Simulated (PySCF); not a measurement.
# Ionisation energy of Bi⁷⁴⁺ by level of theory

Bi⁷⁴⁺ [He] 2s2 2p5 (2P) → Bi⁷⁵⁺ [He] 2s2 2p4 (3P), as a difference of total energies. All numbers are calculated (PySCF 2.14, scalar relativity by spin-free X2C-1e, in an even-tempered Gaussian basis (18 s from 56 bohr⁻², ratio 2.2; 13 p from 72 bohr⁻², ratio 2.2; 5 d from 280 bohr⁻², ratio 2.4; 5 f from 420 bohr⁻², ratio 2.4; 4 g from 630 bohr⁻², ratio 2.4)). Correlated levels: nothing frozen; virtual orbitals above 40 to 60 times the deepest correlated orbital energy dropped. The calculations carry no spin-orbit coupling.

| method | ionisation energy (eV) |
| --- | --- |
| UHF | 21238.5 |
| LDA | 21230.5 |
| PBE | 21236.9 |
| PBE0 | 21237.7 |
| r2SCAN | 21243.9 |
| M06 | 21242.4 |
| BHandHLYP | 21239.5 |
| MP2 (all electrons) | 21240.4 |
| SCS-MP2 (all electrons) | 21240.4 |

Spin-orbit coupling is strong in these open shells (close to jj coupling). The scalar numbers leave it out and a first-order estimate fails, so it can dominate the gap to the real levels.

For this ion Breit and QED terms and the two-electron picture change, all absent here, outweigh the differences among the correlated methods.

For comparison: 20500 ± 90 eV (theoretical estimate listed by NIST; NIST Atomic Spectra Database, ionization energies).
